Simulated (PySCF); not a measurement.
This PySCF input asks for the NMR shieldings of SMILES COC[Si@H]1CO[SiH2]1, C$_{3}$H$_{10}$O$_{2}$Si$_{2}$; the geometry comes from GFN2-xTB.

```python
import basis_set_exchange as bse
import numpy as np
from pyscf import gto, dft
from pyscf.prop import nmr

atoms = """
C     3.099911   -0.700641    0.652606
O     1.746837   -0.530560    0.984597
C     1.027269    0.233265    0.037264
Si   -0.713763    0.372318    0.807924
C    -2.005008    1.333012   -0.277783
O    -3.033980    0.336082   -0.361516
Si   -2.499845   -1.052002    0.358001
H     3.615587    0.266181    0.587898
H     3.546253   -1.298920    1.444562
H     3.210289   -1.221513   -0.306974
H     1.037027   -0.266398   -0.941319
H     1.505881    1.213829   -0.097720
H    -0.542053    1.054198    2.101678
H    -2.437979    2.225363    0.176620
H    -1.700444    1.594680   -1.294311
H    -2.418942   -2.121816   -0.642359
H    -3.444040   -1.425048    1.410384
"""
names = dict.fromkeys(["C", "O", "Si", "H"], "pcSseg-1")
basis = {el: gto.basis.parse(bse.get_basis(n, elements=[el], fmt="nwchem")) for el, n in names.items()}
mol = gto.M(atom=atoms, basis=basis, charge=0, verbose=0)
mf = dft.RKS(mol, xc="PBE0")
mf.grids.level = 2
mf.grids.alignment = dft.numint.BLKSIZE   # the property module wants whole blocks of grid points
mf.conv_tol = 1e-9
mf.kernel()

calc = nmr.RKS(mf)   # GIAO
C = mf.mo_coeff
Co = C[:, mf.mo_occ > 0]
resp = mf.gen_response(singlet=True, hermi=2)
def vind(x):   # induced exchange potential for any number of trial vectors
    d = np.einsum("pi,xij,qj->xpq", C, 2 * x.reshape(-1, C.shape[1], Co.shape[1]), Co, optimize=True)
    return np.einsum("xpq,pi,qj->xij", resp(d - d.transpose(0, 2, 1)), C, Co, optimize=True).ravel()
mo1, _ = nmr.rhf.solve_mo1(calc, with_cphf=vind)
sigma = calc.kernel(mo1)
for i, s in enumerate(sigma):   # ppm
    w = np.linalg.eigvalsh((s + s.T) / 2)
    print("%2d %-2s iso %8.1f  s11 %8.1f  s22 %8.1f  s33 %8.1f" % (i, mol.atom_pure_symbol(i), w.mean(), *w))
```

Task: Give the expected output.

Result: 
```
 0 C  iso    121.4  s11     89.9  s22     90.6  s33    183.7
 1 O  iso    333.3  s11    317.4  s22    333.3  s33    349.1
 2 C  iso    120.8  s11     82.5  s22     95.2  s33    184.8
 3 Si iso    352.1  s11    289.2  s22    356.8  s33    410.2
 4 C  iso    118.4  s11     68.6  s22    102.5  s33    184.0
 5 O  iso    306.6  s11    237.5  s22    284.8  s33    397.7
 6 Si iso    337.4  s11    247.8  s22    308.5  s33    456.1
 7 H  iso     28.4  s11     24.7  s22     26.3  s33     34.3
 8 H  iso     27.8  s11     23.8  s22     25.3  s33     34.4
 9 H  iso     28.4  s11     24.8  s22     26.3  s33     34.3
10 H  iso     27.9  s11     24.9  s22     26.7  s33     32.2
11 H  iso     28.3  s11     25.6  s22     27.4  s33     31.9
12 H  iso     26.3  s11     23.0  s22     26.0  s33     29.9
13 H  iso     27.0  s11     22.9  s22     26.1  s33     31.9
14 H  iso     27.1  s11     23.0  s22     26.6  s33     31.6
15 H  iso     25.8  s11     23.0  s22     24.2  s33     30.2
16 H  iso     25.8  s11     22.7  s22     24.3  s33     30.5
```

These numbers come from an equivalent density-fitted implementation of the same equations, which agrees with the script to about 0.01 ppm for H and up to a few tenths of a ppm for heavy atoms, so last digits may differ.

Task: Turn these shieldings into chemical shifts. Scale: TMS for 13C (σref 186.93), 29Si (σref 349.16), 1H (σref 31.72); 17O (σref 336.08) vs H2O (reference shieldings calculated alike).

Result: Averaging equivalent atoms: C 4: 68.6; C 2: 66.1; C 0: 65.5; O 5: 29.4; O 1: 2.8; Si 6: 11.7; Si 3: -2.9; H 15: 5.96; H 16: 5.88; H 12: 5.43; H 13: 4.76; H 14: 4.65; H 10: 3.80; H 7/8/9: 3.48; H 11: 3.41 ppm. Experimental scales use liquid or dissolved standards, which lie at an offset from isolated H2O (liquid H2O: subtract about 36 ppm).

Size and cost of the density-fitted run: 183 basis functions, 91 s wall time on 1 thread of an Intel Xeon, shared host; peak memory 0.88 GiB.
